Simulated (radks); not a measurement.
Results of a calculation; reference values are marked as such.
Task: Re11+, configuration [Kr] 4d10 4f14 5s2 5p2 (the NIST ground configuration). Code: a radial shooting solver on a logarithmic mesh with Libxc functionals. Model: scalar-relativistic Kohn-Sham, PBE, spin-polarised, spherical densities, finite nucleus; open shells are filled with parallel spins first (spin-orbit coupling, left out, can overturn this in heavy ions); Fermi nuclear charge, rms radius 5.3698 fm. Some entries of the table are withheld. Estimate them.

orbital,occ.,eigenvalue (eV),<r> (bohr)
1s up,1,-71833.08,0.01804
1s down,1,-71832.80,0.01804
2s up,1,-12615.03,0.07622
2s down,1,-12614.89,0.07622
2p up,3,-11036.75,0.06833
2p down,3,-11036.52,0.06833
3s up,1,-3066.103,0.1974
3s down,1,-3065.949,0.1974
3p up,3,-2600.421,0.1978
3p down,3,-2600.239,0.1978
3d up,5,-2072.016,0.1792
3d down,5,-2071.832,0.1792
4s up,1,-789.0501,0.4404
4s down,1,-788.7190,0.4403
4p up,3,-636.1653,0.4681
4p down,3,-635.7986,0.4678
4d up,5,-444.0129,0.4983
4d down,5,-443.5320,0.4976
5s up,1,-263.2587,0.9704
5s down,1,-260.1685,0.9688
4f up,7,-229.5770,0.5577
4f down,7,-228.7529,0.5542
5p up,2,(1),1.072
5p down,0,(2),1.073

Result: 
(1) 5p up eigenvalue (eV): -219.3071
(2) 5p down eigenvalue (eV): -216.0665
